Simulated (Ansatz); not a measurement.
One change: `[AlH2][SiH]([SiH3])O[SiH3]` becomes `[AlH2][SiH]([SiH3])Cl`.

Ansatz, PBE0-D4/def2-TZVP geometries, multiplicity 1. Each molecule was computed in one conformer, which needn't be the lowest.

```tsv
property	`[AlH2][SiH]([SiH3])O[SiH3]`
LUMO energy (B3LYP/def2-TZVPP) / eV	-2.36
LUMO energy (ωB97M-V/def2-TZVPP) / eV	-0.57
HOMO–LUMO gap (PBE0/def2-TZVPP) / eV	4.96
HOMO energy (B3LYP/def2-TZVPP) / eV	-6.95
HOMO–LUMO gap (PBE/def2-TZVPP) / eV	3.17
HOMO–LUMO gap (ωB97M-V/def2-TZVPP) / eV	8.51
```

Q: Give the same properties after the change, and the shifts. (Best estimate.)

A: Computed: 
```csv
property,`[AlH2][SiH]([SiH3])Cl`,shift
LUMO energy (B3LYP/def2-TZVPP) / eV,-2.54,-0.18
LUMO energy (ωB97M-V/def2-TZVPP) / eV,-0.74,-0.17
HOMO–LUMO gap (PBE0/def2-TZVPP) / eV,4.99,0.03
HOMO energy (B3LYP/def2-TZVPP) / eV,-7.15,-0.20
HOMO–LUMO gap (PBE/def2-TZVPP) / eV,3.19,0.02
HOMO–LUMO gap (ωB97M-V/def2-TZVPP) / eV,8.53,0.02
```

The zero-point energy changes by -74.1 kJ/mol with -12 modes.

B3LYP here is the variant with VWN-RPA as its local correlation; programs differ in this.
